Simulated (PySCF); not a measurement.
## Radial density of Au(43+) (gold, charge +43)

UHF, [Kr], closed-shell 1S. Calculation: PySCF 2.14, in an even-tempered Gaussian basis (18 s from 5 bohr⁻², ratio 2.5; 14 p from 6.4 bohr⁻², ratio 2.5; 8 d from 11 bohr⁻², ratio 2.5; 4 f from 35 bohr⁻², ratio 2.7; 4 g from 52 bohr⁻², ratio 2.7); the spin-free X2C one-electron Hamiltonian (Gaussian nucleus).

```json
{"r (bohr)": "0.0152", "4πr²ρ (e/bohr)": "105.0"}
{"r (bohr)": "0.0256", "4πr²ρ (e/bohr)": "100.6"}
{"r (bohr)": "0.0431", "4πr²ρ (e/bohr)": "141.9"}
{"r (bohr)": "0.0724", "4πr²ρ (e/bohr)": "122.2"}
{"r (bohr)": "0.122", "4πr²ρ (e/bohr)": "122.4"}
{"r (bohr)": "0.205", "4πr²ρ (e/bohr)": "85.13"}
{"r (bohr)": "0.345", "4πr²ρ (e/bohr)": "36.08"}
{"r (bohr)": "0.580", "4πr²ρ (e/bohr)": "6.685"}
{"r (bohr)": "0.975", "4πr²ρ (e/bohr)": "0.01908"}
```

Densities and radii are taken from the X2C orbitals without a picture-change correction, which distorts them close to the nucleus.

Spin-orbit coupling, which splits the p, d and f shells strongly at this Z, is absent.
